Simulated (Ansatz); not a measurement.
Cost and result up the ladder for the cluster Ge₂Te₃ (5 atoms). Total charge 0; singlet. Geometry: B3LYP-D4/def2-SVP.

Cartesian coordinates in Å:
```
Ge -1.639 0.532 0.259
Ge 1.387 -1.073 -1.023
Te 0.244 -1.121 1.564
Te 0.562 1.635 1.463
Te -0.555 0.027 -2.264
```

Ansatz on 4 threads of Arm Neoverse V1 on a shared host. Times are rough, and most runs start from the orbitals of an earlier one. CAM-B3LYP-D4/def2-TZVP serves as the yardstick here, not as an exact answer. Differences are given only for rows in sets of like size (and for xTB, whose basis is part of the method), since another set adds its own error. Binding counts from free atoms at the same level (Ge triplet, Te triplet; other spins of the atoms weren't run), without zero-point energy or a counterpoise term.

In the def2 sets Te takes a core potential; there is no spin–orbit coupling. Correlated methods freeze 30 core orbitals; core or outer-core shells of Ge, Te are correlated, in sets that lack core-valence functions. The rows differ in basis, and correlated rows in double-zeta sets carry the largest basis error. Another isomer (singlet) lies 0.42 eV lower at PBE0-D4/def2-TZVP; other spin states weren't run for this one.

Correlated methods converge slowly with the basis, most of all in double-zeta sets.

```csv
level,functions,wall time,binding energy per atom (eV),difference from CAM-B3LYP-D4/def2-TZVP (eV)
PBE-D4/def2-SVP,142,2.2 s,2.70,–
revPBE-D4/def2-TZVP,246,4.1 s,2.59,0.27
PBE0-D4/def2-SVP,142,4.7 s,2.51,–
PBE-D4/def2-TZVP (with forces),246,5.5 s,2.72,0.40
r2SCAN-D4/def2-TZVP,246,9.5 s,2.51,0.20
PBE0-D4/def2-TZVP,246,11 s,2.54,0.22
MP2/def2-TZVP,246,13 s,2.50,0.18
CAM-B3LYP-D4/def2-TZVP,246,13 s,2.32,0.00
BHLYP-D4/def2-TZVP,246,15 s,2.32,0.00
CCSD(T)/def2-SVP,142,60 s,2.07,–
```
